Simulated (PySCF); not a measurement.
## Ar⁺: excitation energy

Ar⁺ [Ne] 3s2 3p5 (2P) → Ar⁺ [Ne] 3s1 3p5 3d1 (high-spin determinant), as a difference of total energies. Calculation: PySCF 2.14, in aug-cc-pV(Q+d)Z with one added diffuse shell each of s, p, d, f, g type (8s7p6d4f3g, 114 functions); the non-relativistic Hamiltonian (point nucleus). Correlated levels: valence: [Ne] frozen. The calculations carry no spin-orbit coupling.

```json
{"method": "UHF", "excitation energy (eV)": "32.702"}
{"method": "PBE0", "excitation energy (eV)": "31.327"}
{"method": "r2SCAN", "excitation energy (eV)": "31.149"}
{"method": "r2SCANh", "excitation energy (eV)": "31.357"}
{"method": "CAM-B3LYP", "excitation energy (eV)": "31.560"}
{"method": "SCS-MP2 (valence)", "excitation energy (eV)": "31.835"}
```

Estimate what r2SCAN0 gives.

31.666 eV, closest to CAM-B3LYP among the rows shown.

Estimate what MP2 (valence) gives.

31.897 eV, closest to SCS-MP2 (valence) among the rows shown.

The upper state lies above the first ionisation limit, where it may autoionise and the basis confines it.

The promoted electron is Rydberg-like, and one or two diffuse shells describe it only roughly, which tends to raise the upper state.

The determinant of the upper state mixes LS terms, which raises its energy above the lowest term, most at the Hartree-Fock and MP2 levels.
